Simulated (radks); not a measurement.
Numerical settings for the antimony ion Sb2+, [Kr] 4d10 5s2 5p1. Calculated with a radial shooting solver on a logarithmic mesh with Libxc functionals: Dirac Kohn-Sham, BLYP, spin-unpolarised, spherical densities, finite nucleus; open shells fill j = l - 1/2 first; Fermi nuclear charge, rms radius 4.6802 fm. The defaults (mesh step 0.008 in ln r, mesh end at 40 bohr or more with all orbitals vanishing there, Anderson mixing 0.5 over 9 steps, residual threshold near 1e-9 with the energy settled to 1e-9 hartree or 1e-11 of itself, here a cap of 97 iterations) give E = -6483.0921 hartree and 5p1/2 at -20.582 eV in 15 iterations. Run on one thread of a shared host, so times are rough (Arm Neoverse N1): 0.17 s of CPU time, 0.17 s wall, 15 iterations on 2254 mesh points. Changes against that run (0 stands for a change within the tolerance of the run):

\begin{tabular}{lrrrrr}
setting & iterations & converged & E (mhartree) & e(5p1/2) (meV) & CPU (s) \\ \hline
mesh step in ln r 0.003 & 18 & yes & 0 & 0 & 0.47 \\
mesh step in ln r 0.005 & 16 & yes & 0 & 0 & 0.27 \\
mesh step in ln r 0.2 & 4 & no & diverged & - & 0.03 \\
mesh end (bohr) 400 & 15 & yes & 0 & 0 & 0.17 \\
mesh end (bohr) 20 & 15 & yes & 0 & 0 & 0.16 \\
residual threshold 1e-16 & 97 & no & 0 & 0 & 0.52 \\
residual threshold 0.001 & 9 & yes & 0 & -0.492 & 0.13 \\
mixing 1.5 & 16 & yes & 0 & 0 & 0.18 \\
linear mixing, mixing 0.8 & 97 & no & -2.22e+06 & -4.03e+06 & 1.7 \\
linear mixing, mixing 1 & 19 & no & diverged & - & 0.46 \\
mixing history 3 & 19 & yes & 0 & 0 & 0.19 \\
iteration cap 2 & 2 & no & +1.01e+03 & -1.2e+04 & 0.03 \\
\end{tabular}

No run marked as converged misses the energy by more than 1 mhartree. A mesh that ends early acts as a hard wall.
